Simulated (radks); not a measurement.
Values are calculated unless marked as measured or tabulated.
Question: The table gives one normalised radial function P(r) = r R(r) of Dy5+ in [Kr] 4d10 4f8 5s2 5p5 (r in bohr). Code: a radial shooting solver on a logarithmic mesh with Libxc functionals. Model: scalar-relativistic Kohn-Sham, r2SCAN, spin-unpolarised, spherical densities, finite nucleus; meta-GGA in the generalised Kohn-Sham scheme; Fermi nuclear charge, rms radius 5.2218 fm.

r	P
0.001319	0.0047
0.001983	0.0094
0.003006	0.0189
0.004521	0.0376
0.006853	0.0744
0.01039	0.1423
0.01562	0.2545
0.02368	0.4179
0.03561	0.5779
0.05398	0.5824
0.08118	0.2045
0.1231	-0.5403
0.1865	-0.8783
0.2805	0.0354
0.4252	1.3716
0.6395	1.3558
0.9694	0.4895
1.458	0.0657
2.21	0.0022
3.35	0.0000

Which n and l does it have? It may be an empty orbital.

Answer: n = 4, l = 1: the number of nodes gives n - l - 1 = 2, the rise at small r (about r^(l+1), flatter next to the nucleus through relativity) gives l, and the extent must fit the shell. The curve is that of 4p. 4p: eigenvalue -369.22 eV, 2 radial nodes at r = 0.0920, 0.278 bohr, <r> = 0.559 bohr, 90 % of the charge inside 0.812 bohr.
